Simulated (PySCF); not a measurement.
Dipole response of Li⁺ (lithium, charge +1)

1s2, closed-shell 1S. Calculation: PySCF 2.14, in dyall-av3z (15s9p3d, 57 functions); the non-relativistic Hamiltonian (point nucleus). Coupled (time-dependent) response in atomic units; α is the mean over directions.

| method | mean α (bohr³) | C₆ (like pair) | S(−4) |
| --- | --- | --- | --- |
| UHF | 0.1894 | 0.07659 | 0.02623 |
| PBE | 0.2079 | 0.08655 | 0.03340 |
| PBE0 | 0.2024 | 0.08358 | 0.03110 |
| B97-3 | 0.2001 | 0.08231 | 0.03027 |

S(−4) is the Cauchy moment in α(ω) = α(0) + S(−4) ω² + …

α(iu) at PBE0:

```csv
u (hartree),α(iu) (bohr³)
0,0.2024
0.0500,0.2023
0.100,0.2021
0.200,0.2011
0.300,0.1996
0.500,0.1949
0.750,0.1865
1.00,0.1760
1.50,0.1522
2.00,0.1288
3.00,0.09118
5.00,0.04906
```

For an ion, C₆ is the dispersion term alone; charge-induced terms of lower order in 1/R come first.
